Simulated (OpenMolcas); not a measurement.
## Cl2+: from CASSCF to CASPT2

```json
{
 "Program": "OpenMolcas",
 "Basis": "ANO-RCC-VDZ [4s3p]",
 "Scalar Hamiltonian": "DKH4, point nucleus",
 "Active space": "3 electrons in 3 orbitals (3p)",
 "State averaging": "2S+1 = 4 odd, 1 root; 2S+1 = 2 odd, 8 roots",
 "Spin-orbit coupling": "state interaction with AMFI integrals over the reference wave functions, term energies averaged over their components"
}
```

Methods on the same reference wave functions:
A. CASSCF
B. SS-CASPT2, IPEA 0.25 Eh, imaginary shift 0.1 Eh (closed shells correlated: 2s 2p 3s)

Energies in eV above 3s2 3p3 4S* 3/2, the measured ground level; measured values from Moore, Atomic Energy Levels, vol. I, NSRDS-NBS 35 (1971 reprint of NBS Circular 467, 1949).

```
          Level       A       B  Measured
3s2 3p3 4S* 3/2  0.0000  0.0000    0.0000
3s2 3p3 2D* 3/2  2.8023   2.778    2.2383
3s2 3p3 2D* 5/2  2.8076   2.786    2.2466
3s2 3p3 2P* 1/2  4.6644   4.075    3.6962
3s2 3p3 2P* 3/2  4.6714   4.084    3.7080
```

Deviations, from unrounded energies. A percentage is the sum of absolute deviations over the sum of measured energies, with the sign that they share, or ± where signs differ.

```
                        Against measurement  Levels      A      B
             mean absolute deviation (cm-1)       4   6200   3700
other terms of the ground configuration (%)       4  +25.7  +15.4
```

B lies closest to measurement on these levels. The largest miss of B in the table is 3s2 3p3 2D* 3/2, by +4400 cm-1. The ranking rests on the paired levels alone, and a cruder setting can come out closer through cancelling errors.

From A to B the spin-free energies of the other terms of 3s2 3p3 shown, above 4S*, scale by factors of 0.87 to 0.99.

The lowest spin-free term lies below A's lowest term by 0.007 hartree in B.

CASPT2 breaks the degeneracy within a term, and the mean is taken; among the terms shown or strongly mixed into the levels shown the widest spread is 17 cm-1 (3s2 3p3 2D*, B). With the s shell closed, the reference lacks s² → p² mixing. Some terms miss by over 15 % even with CASPT2, which points to a basis or an active space too small for the shells correlated (holds for B). Computed and measured levels are paired by configuration, term and J; levels that our copy of the source lacks, or whose pairing is in doubt (as where it misses far off the trend of its configuration), stay unpaired and out of the deviations. Only configurations of the active space appear.

* marks odd parity.
